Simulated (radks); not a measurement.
Removal energies from the iron ion Fe+, [Ar] 3d6 4s1, by Delta-SCF beside the eigenvalue of the level emptied. Calculated with a radial shooting solver on a logarithmic mesh with Libxc functionals: scalar-relativistic Kohn-Sham, PBE, spin-polarised, spherical densities, finite nucleus; Fermi nuclear charge, rms radius of each element as measured or else 0.836 A^(1/3) + 0.57 fm. Open shells are filled with parallel spins first.

removed from	final configuration	Delta-SCF (eV)	-eigenvalue (eV)
4s	[Ar] 3d6	16.862	13.070
3d	[Ar] 3d5 4s1	20.413	13.298
3p	[Ne] 3s2 3p5 3d6 4s1	73.742	65.725
3s	[Ne] 3s1 3p6 3d6 4s1	107.82	99.641
